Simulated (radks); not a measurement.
The numbers below are computed, except where a source is named.
Question: Excited configurations of the iodine ion I51+: one electron is placed in a higher orbital outside 1s1. The ground configuration is [He]. Code: a radial shooting solver on a logarithmic mesh with Libxc functionals. Model: Dirac Kohn-Sham, PBEsol, spin-unpolarised, spherical densities, point nucleus; open shells are shared between the two j in proportion to 2j + 1. Excitation = E - E(ground); binding = E(ion) - E, where the ion is the core of charge +52; n* = 52/sqrt(2 binding) in atomic units. These energies are relativistic, and a one-electron ion of charge +52 with no core already has n* below n in this formula (Dirac formula, point nucleus, mean over j: 2p 1.978, 3d 2.989, 4s 3.939, 5s 4.936, 6s 5.934, 6f 5.988, 7p 6.959, 7d 6.979, 7f 6.987). The quantum defect is therefore taken as that value minus n*, so that it holds no relativistic shift of the bare ion. Eigenvalue and <r> are those of j = l + 1/2.

| outer orbital | excitation (eV) | binding (eV) | n* | quantum defect | eigenvalue (eV) | <r> (bohr) |
|---|---|---|---|---|---|---|
| 3d | 34760 | 4106.4 | 2.993 | -0.004 | -4044.6 | 0.2008 |
| 4s | 36482 | 2383.9 | 3.928 | 0.010 | -2363.0 | 0.4439 |
| 5s | 37349 | 1517.2 | 4.924 | 0.012 | -1504.3 | 0.6982 |
| 6s | 37817 | 1049.4 | 5.921 | 0.013 | -1040.7 | 1.010 |
| 6f | 37840 | 1025.9 | 5.989 | 0.000 | -1015.4 | 0.9189 |
| 7p | 38104 | 761.85 | 6.949 | 0.009 | -752.69 | 1.378 |
| 7d | 38110 | 756.52 | 6.974 | 0.005 | -749.01 | 1.346 |
| 7f | 38112 | 754.05 | 6.985 | 0.002 | -746.80 | 1.292 |

Estimate the row for 2p.

Answer: excitation (eV) 29457; binding (eV) 9408.9; n* 1.977; quantum defect 0.001; eigenvalue (eV) -9171.0; <r> (bohr) 0.09461. The Delta-SCF ionisation energy is 38866 eV (NIST Atomic Spectra Database: 38717.0 eV, theoretical). Self-interaction in the functional shifts the binding energies and quantum defects, so they are the method's values and not measured ones. Spin polarisation and multiplet splitting are left out, so open shells lie too high by an amount that depends on their filling. Nuclear size, the Breit interaction and QED, all absent here, shift the 1s and 2s values of heavy ions.

Beside tabulated values, note that spin-unpolarised runs miss the spin-polarisation part of the exchange energy of open shells.
